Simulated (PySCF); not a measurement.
B(F)(Me)(Et) (C3H8BF), SMILES CCB(C)F. Atoms are numbered in the order given.

```xyz
13

B      0.2480     0.2191     0.4429
F      0.5990    -0.9983     0.8821
C      0.6926     1.4463     1.3168
H      1.7940     1.4606     1.4046
H      0.3110     1.3345     2.3474
H      0.3628     2.4193     0.9242
C     -0.5693     0.3267    -0.8957
C     -0.8983    -0.9809    -1.6200
H     -0.0103     1.0188    -1.5571
H     -1.4922     0.8936    -0.6587
H     -1.4910    -1.6546    -0.9808
H      0.0178    -1.5273    -1.8956
H     -1.4730    -0.8084    -2.5440
```
Charge 0, spin multiplicity 1.

Geometry optimised at B3LYP-D3(BJ)/def2-SVP. One conformer was computed; it need not be the lowest.

Computed with HF/def2-TZVP in PySCF.

ESP charges are fitted to the potential on shells at 1.4 to 2.0 van der Waals radii. Atomic charges (e):

```
atom  Löwdin  ESP fit
----  ------  -------
B1     -0.58     0.76
F2      0.26    -0.38
C3     -0.24    -0.85
H4       [?]     0.20
H5       [?]     0.20
H6       [?]     0.16
C7       [?]    -0.01
C8     -0.28    -0.31
H9       [?]     0.00
H10      [?]     0.00
H11      [?]     0.07
H12      [?]     0.07
H13      [?]     0.08
```

Q: What belongs in the gaps? (An estimate is asked for; the answer gives what the named calculation found.)

A: 
- H4, Löwdin: 0.15
- H5, Löwdin: 0.14
- H6, Löwdin: 0.13
- C7, Löwdin: -0.23
- H9, Löwdin: 0.16
- H10, Löwdin: 0.16
- H11, Löwdin: 0.12
- H12, Löwdin: 0.12
- H13, Löwdin: 0.11

Computed Mayer and Wiberg (Löwdin basis) orders of the bonds:
```csv
bond,Mayer,Wiberg
B1–F2,1.06,1.96
B1–C3,1.04,1.30
C3–H4,0.96,0.86
C3–H5,0.96,0.86
C3–H6,0.97,0.88
B1–C7,1.04,1.22
C7–C8,0.97,1.25
C7–H9,0.96,0.80
C7–H10,0.96,0.80
C8–H11,0.98,0.91
C8–H12,0.98,0.91
C8–H13,0.99,0.92
```
